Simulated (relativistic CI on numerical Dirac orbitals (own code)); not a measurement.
Hyperfine structure of La⁴⁺, mass number 137

Method of calculation: Dirac-Coulomb-Breit CI, KLI orbitals optimised for each configuration, model QED, valence Slater integrals scaled by 0.85, P86 correlation energy added to each configuration (own radial code, finite nucleus).

Configurations in the expansion (outside the closed core [Kr] 4d10): 5s²5p⁵, 5s5p⁶, 5s²5p⁴5d, 5s²5p⁴4f, 5s²5p⁴5f, 5s5p⁵5d, 5s²5p⁴5g, 5s²5p⁴6s, 5s²5p³4f5d, 5s²5p⁴6p, 5s5p⁵5f, 5s5p⁵4f. Double excitations out of closed p, d and f shells are left out; levels of such configurations are missing from the list, as are those of other unlisted configurations, and high levels can miss mixing partners.

Nuclear spin I = 7/2, μ = 2.696 μN, Q = 0.21 b (tables of Stone and Pyykkö). The electronic factors are computed for point nuclear moments, without core polarisation; leaving it out makes A of s and p electrons in near-neutral atoms 20 to 40 % too small, and it can dominate for d and f shells.

| Level | E (cm⁻¹) | A (MHz) | B (MHz) |
| --- | --- | --- | --- |
| 5s²5p⁵ ²P°3/2 | 0.0 | 1737 | -888 |
| 5s²5p⁵ ²P°1/2 | 21551.1 | 11690 |  |
| 5s²5p⁴4f ⁴F°7/2 | 136552.4 | 662.9 | -437 |
| 5s²5p⁴4f ⁴F°5/2 | 136758.4 | 865.1 | -562 |
| 5s²5p⁴4f ⁴F°9/2 | 137753.6 | 466.7 | -402 |
| 5s²5p⁴4f ⁴F°3/2 | 138927.3 | 1041 | -448 |
| 5s²5p⁴4f ⁴G°11/2 | 144795.5 | 706.4 | 473 |
| 5s²5p⁴4f ⁴D°1/2 | 145607.6 | -1248 |  |

Levels with J = 0, under 50 % of one LS term, or S terms without an open s electron are left out. Small factors come from cancelling terms and can be off by tens of per cent or more.

At this charge configurations can still be misplaced by up to about 7 % of their energy. Levels and lines within the n = 5 or 6 shells can be off by up to 10 % or somewhat more, and those that change n by about 2 %, since core polarisation is missing. 7 of the 23 excited levels that our extract of the measured tables holds in this range could be paired (the sources list more); they are missed by 2387 cm⁻¹ on average and 4681 at most, and levels without a partner can miss by more. Some levels of the ground configuration have no partner and can miss by 10 % or more. Levels that differ in their count of f electrons can be misplaced by several ten thousand cm⁻¹, since the correlation energy of f electrons is missing or only estimated; rates across such gaps can be off by orders of magnitude.

(1) Give the hyperfine levels of 5s²5p⁵ ²P°1/2 relative to its centre of gravity.

## Answers

(1) With K = F(F + 1) − I(I + 1) − J(J + 1), E = AK/2: F = 3: -26290, F = 4: 20450 MHz.

LS names give the leading component of a level, which can be under half, so a name can repeat, a term be missing and a line seem to break the LS rules.
